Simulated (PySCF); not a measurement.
Gas-phase reaction: GeHF3 + 3 HF → GeH4 + 6 F

Energies from PySCF, thermal terms from the rigid-rotor harmonic-oscillator model, ideal gas at 1 bar. † marks an energy on the PBE0/def2-TZVP geometry and frequencies; other levels use their own. MP2 and CCSD(T) freeze the core. Open shells (unrestricted): F (multiplicity 2); the rest are closed-shell singlets. Spin-orbit splitting is ignored; it lowers the true energy and changes the entropy of F. B3LYP is the form with VWN-RPA correlation. Ge: all electrons, no relativistic terms. GeHF3: computed as isolated molecules; such fragments, hydroxides, amides, oligomers or adducts are transient or little studied in the gas. MP2 isn't extrapolated to the basis-set limit. CCSD(T) isn't extrapolated to the basis-set limit.

```
level                ΔH°(298 K), kJ
-------------------  --------------
B3LYP/def2-TZVP†               2178
BLYP/def2-TZVP†                2240
CCSD(T)/def2-TZVPP†            2200
HF/def2-TZVP†                   [?]
MP2/def2-SVP†                   [?]
MP2/def2-TZVPP†                2379
PBE/def2-TZVP†                  [?]
PBE0/def2-TZVP                  [?]
LDA/def2-TZVP†                 2685
ωB97X-V/def2-TZVP†             2204
```

**Question.** Complete the blanks.

**Answer.** 
- HF/def2-TZVP†, ΔH°(298 K), kJ: 1460
- MP2/def2-SVP†, ΔH°(298 K), kJ: 2203
- PBE/def2-TZVP†, ΔH°(298 K), kJ: 2304
- PBE0/def2-TZVP, ΔH°(298 K), kJ: 2172
